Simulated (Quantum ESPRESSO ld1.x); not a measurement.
The run below uses ld1.x (Quantum ESPRESSO 7.5).

```
 &input
    zed=65.0,
    iswitch=1,
    rel=2,
    dft='SL1-NOC',
    config='[Kr] 4d6 5s0 5p0 4f0 5d0',
    rel_dist='average',
    lsmall=.true.,
    prefix='ld1',
    max_out_wfc=37,
    file_charge='ld1.rho',
 /
```

Command: `OMP_NUM_THREADS=1 ld1.x < ld1.in > ld1.out`

It prints (banner and zero overlaps left out):

```
     Program LD1 v.7.5 starts

     --------------------------- All-electron run ----------------------------

     dirac relativistic calculation

     atomic number is 65.00
     dft =SL1-NOC   lsd =0 sic =0 latt =0  beta=0.20 tr2=1.0E-14
     Exchange-correlation= SL1-NOC
                           (   2   0   0   0   0   0   0)
     mesh =2099 r(mesh) = 100.44524 a.u. xmin = -8.00 dx = 0.00800
     1 Ry =  13.60569312 eV, c = 137.03599908

     n l j   nl                  e(Ry)          e(Ha)          e(eV)
     Spin orbit split results
     1 0 0.5 1S 1( 2.00)     -3879.7717     -1939.8858    -52786.9826
     2 0 0.5 2S 1( 2.00)      -690.3898      -345.1949     -9393.2319
     2 1 0.5 2P 1( 2.00)      -659.9827      -329.9913     -8979.5218
     2 1 1.5 2P 1( 4.00)      -604.4002      -302.2001     -8223.2834
     3 0 0.5 3S 1( 2.00)      -194.3699       -97.1849     -2644.5372
     3 1 0.5 3P 1( 2.00)      -181.0194       -90.5097     -2462.8940
     3 1 1.5 3P 1( 4.00)      -169.3402       -84.6701     -2303.9911
     4 0 0.5 4S 1( 2.00)       -75.7299       -37.8650     -1030.3584
     4 1 0.5 4P 1( 2.00)       -70.2485       -35.1243      -955.7798
     4 1 1.5 4P 1( 4.00)       -67.0964       -33.5482      -912.8929
     3 2 1.5 3D 1( 4.00)      -146.2387       -73.1194     -1989.6793
     3 2 2.5 3D 1( 6.00)      -143.6633       -71.8317     -1954.6392
     4 2 1.5 4D 1( 2.40)       -57.9266       -28.9633      -788.1322
     4 2 2.5 4D 1( 3.60)       -57.2751       -28.6375      -779.2669
     5 0 0.5 5S 1( 0.00)       -38.9129       -19.4565      -529.4373
     5 1 0.5 5P 1( 0.00)       -36.5128       -18.2564      -496.7822
     5 1 1.5 5P 1( 0.00)       -35.3335       -17.6668      -480.7372
     4 3 2.5 4F 1( 0.00)       -46.2549       -23.1275      -629.3306
     4 3 3.5 4F 1( 0.00)       -46.1049       -23.0525      -627.2897
     5 2 1.5 5D 1( 0.00)       -31.3705       -15.6852      -426.8170
     5 2 2.5 5D 1( 0.00)       -31.1215       -15.5607      -423.4295
     Averaged results
     1 0     1S 1( 2.00)     -3879.7717     -1939.8858    -52786.9826
     2 0     2S 1( 2.00)      -690.3898      -345.1949     -9393.2319
     2 1     2P 1( 6.00)      -622.9277      -311.4638     -8475.3629
     3 0     3S 1( 2.00)      -194.3699       -97.1849     -2644.5372
     3 1     3P 1( 6.00)      -173.2333       -86.6166     -2356.9587
     4 0     4S 1( 2.00)       -75.7299       -37.8650     -1030.3584
     4 1     4P 1( 6.00)       -68.1471       -34.0735      -927.1885
     3 2     3D 1(10.00)      -144.6935       -72.3467     -1968.6552
     4 2     4D 1( 6.00)       -57.5357       -28.7678      -782.8130
     5 0     5S 1( 0.00)       -38.9129       -19.4565      -529.4373
     5 1     5P 1( 0.00)       -35.7266       -17.8633      -486.0856
     4 3     4F 1( 0.00)       -46.1692       -23.0846      -628.1643
     5 2     5D 1( 0.00)       -31.2211       -15.6105      -424.7845

     final scf error:  4.9E-16 reached in  19 iterations

     Etot =  -23178.574598 Ry,  -11589.287299 Ha, -315360.573007 eV

     Ekin =   25404.794393 Ry,   12702.397196 Ha,  345649.836364 eV
     Encl =  -54664.370799 Ry,  -27332.185400 Ha, -743746.653857 eV
     Eh   =    6739.580972 Ry,    3369.790486 Ha,   91696.670483 eV
     Exc  =    -658.579164 Ry,    -329.289582 Ha,   -8960.425997 eV

     normalization and overlap integrals

     s(1S/1S) =  1.000000  <r> =   0.0215  <r2> =    0.0006  r(max) =   0.0136
     s(2S/2S) =  1.000000  <r> =   0.0907  <r2> =    0.0098  r(max) =   0.0774
     s(2P/2P) =  1.000000  <r> =   0.0756  <r2> =    0.0071  r(max) =   0.0585
     s(2P/2P) =  1.000000  <r> =   0.0825  <r2> =    0.0083  r(max) =   0.0644
     s(3S/3S) =  1.000000  <r> =   0.2366  <r2> =    0.0640  r(max) =   0.2191
     s(3P/3P) =  1.000000  <r> =   0.2259  <r2> =    0.0593  r(max) =   0.2055
     s(3P/3P) =  1.000000  <r> =   0.2387  <r2> =    0.0660  r(max) =   0.2173
     s(4S/4S) =  1.000000  <r> =   0.5044  <r2> =    0.2860  r(max) =   0.4875
     s(4P/4P) =  1.000000  <r> =   0.5066  <r2> =    0.2905  r(max) =   0.4837
     s(4P/4P) =  1.000000  <r> =   0.5283  <r2> =    0.3154  r(max) =   0.5074
     s(3D/3D) =  1.000000  <r> =   0.2107  <r2> =    0.0521  r(max) =   0.1723
     s(3D/3D) =  1.000000  <r> =   0.2146  <r2> =    0.0539  r(max) =   0.1765
     s(4D/4D) =  1.000000  <r> =   0.5292  <r2> =    0.3203  r(max) =   0.4994
     s(4D/4D) =  1.000000  <r> =   0.5356  <r2> =    0.3278  r(max) =   0.5074
     s(5S/5S) =  1.000000  <r> =   0.9161  <r2> =    0.9360  r(max) =   0.9246
     s(5P/5P) =  1.000000  <r> =   0.9362  <r2> =    0.9814  r(max) =   0.9395
     s(5P/5P) =  1.000000  <r> =   0.9665  <r2> =    1.0455  r(max) =   0.9779
     s(4F/4F) =  1.000000  <r> =   0.5194  <r2> =    0.3082  r(max) =   0.4429
     s(4F/4F) =  1.000000  <r> =   0.5219  <r2> =    0.3110  r(max) =   0.4429
     s(5D/5D) =  1.000000  <r> =   1.0039  <r2> =    1.1370  r(max) =   1.0097
     s(5D/5D) =  1.000000  <r> =   1.0124  <r2> =    1.1561  r(max) =   1.0259

     ------------------------ End of All-electron run ------------------------
```

Run on one thread of a shared host, so times are rough (Intel(R) Xeon(R) Processor @ 2.60GHz): 0.59 s of CPU time, 0.96 s wall, 19 iterations on 2099 mesh points.
